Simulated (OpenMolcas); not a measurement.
## W2+: moving or changing the point charges

W2+ among 6 point charges of -1.5 e arranged as a trigonal prism (D3h), 2.21 Å from the ion, with a polar angle of 52.5° against the regular 49.1°. The active orbitals were held to one l.

```json
{"Program": "OpenMolcas 26.06", "Method": "CASSCF", "Basis": "ANO-RCC-VDZP [7s6p4d2f1g]", "Scalar Hamiltonian": "DKH2, point nucleus", "Active space": "4 electrons in 5 orbitals (5d)", "State averaging": "2S+1 = 5 even, 5 roots; 2S+1 = 3 even, 45 roots; 2S+1 = 1 even, 50 roots", "Spin-orbit coupling": "RASSI with atomic mean-field integrals over the reference wave functions"}
```

Runs around this geometry, states (labels of D3, the rotations of D3h). Energies in cm-1 above the lowest state or level, χT in cm3 K/mol.

```tsv
R (Å)	Polar angle / regular	Ground state	First state of that spin	First gap with spin-orbit (degeneracies)	χT at 300 K	First state of another spin
2.21	0.98	5E	5A1 6262	846.2 (1, 2)	0.566	3E 7134
2.11	1.07	5E	5E 8277	1147 (1, 2)	0.409	3A2 5036
2.21	1.07	5E	5E 6974	1197 (1, 2)	0.371	3A2 6929
```

Taking the first state of the same spin as R^-n, n = -ln(6974 / 8277) / ln(2.21 / 2.11) = 3.7 between the shortest and longest distance.

An orbital doublet at a regular site is open to a Jahn-Teller distortion, which this geometry leaves out. Without dynamic correlation the repulsion within the d shell is too large (B by tens of per cent), so at a given field states of lower spin stand too high. This shell can be high or low spin here, a state of another spin lies low, and with metal d orbitals alone active their balance is uncertain, so the ground spin may be wrong. Point charges give a weaker field than real ligands, and real ions of this kind are as a rule low spin; the high spin found here belongs to the model. Spin-orbit coupling mixes the spin-free states strongly: the lowest level takes only 62 % from its leading state, 5E (figures for R = 2.11, ratio = 1.07; the like holds for R = 2.21, ratio = 1.07). This is an electrostatic model: the charges have no orbitals. An unlabelled pair can be two single states that coincide in this model. No measured value stands beside these numbers.
